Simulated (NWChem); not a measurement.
System: BNH$_{4}$, triplet; SMILES of the neutral closed-shell parent BN

```xyz
6

B     -0.1611    -0.8198     0.0000
N     -0.0209     0.6297     0.0000
H      0.4415    -1.3513    -0.9443
H      0.4415    -1.3513     0.9443
H      0.8759     1.1195     0.0000
H     -0.8068     1.2740     0.0000
```
Atoms are numbered in this order, from 1.

Computed with NWChem. Spin-unrestricted. In the optimisation the excess spin sits in a' and a" (Cs, its own frame). All runs use the structure optimised with B3LYP/6-31G* (spherical d), spin-unrestricted. This spin state was assumed; another may lie lower. No stability test was run on the SCF state. Total energies compare along this basis series because the functional is fixed.

```tsv
level	basis functions	energy (Ha)	highest occupied level (eV)	lowest empty minus highest occupied level, either spin (eV)	dipole (D)	<S²>
UHF/cc-pVDZ	48	-81.3476	-7.37	8.27	4.97	2.02
UHF/aug-cc-pVDZ	82	-81.3532	-7.46	7.73	4.79	2.02
UHF/cc-pVTZ	116	-81.3736	-7.45	___	___	2.02
UHF/aug-cc-pVTZ	184	-81.3746	-7.47	7.74	4.82	2.02
UHF/cc-pVQZ	230	-81.3795	-7.47	7.97	4.84	2.02
```

Problem. Fill in the missing entries.

Solution. 
- UHF/cc-pVTZ, lowest empty minus highest occupied level, either spin (eV): 8.08
- UHF/cc-pVTZ, dipole (D): 4.88
